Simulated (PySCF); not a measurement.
Coordinates in bohr (charge 0 multiplicity 8):
```
Eu    0.0000    0.0000   -0.0264
H     3.2810    0.0000    2.2417
H    -3.2810    0.0000    2.2417
```

All numbers come from PySCF, UBP86, basis Eu def2-TZVP with ECP28, H def2-TZVP (scalar-relativistic core potentials, no spin–orbit coupling, density fitting).

This geometry of EuH₂ is a stationary point at this level.

**Question.** What is the point group?

**Answer.** C2v.

**Question.** Is it a minimum?

**Answer.** Yes: all harmonic wavenumbers are real.

**Question.** Which band is strongest in the infrared?

**Answer.** 1203 cm⁻¹ (b2), 703 km/mol.

**Question.** Give the ideal-gas entropy at 298.15 K and 1 bar by parts.

**Answer.** translation 171.8, rotation 63.7, vibration 3.8, spin 17.3; total 256.6 J/(mol K).

Only a few start shapes were tried, so a lower isomer may exist. Open d and f shells are described by one determinant, and the ground state may have another occupation or spin. The pruned grid is coarse for the open f shell: energies are uncertain by about 2 kJ/mol and soft modes are noisy. With an element this heavy the missing spin–orbit coupling can shift these numbers.
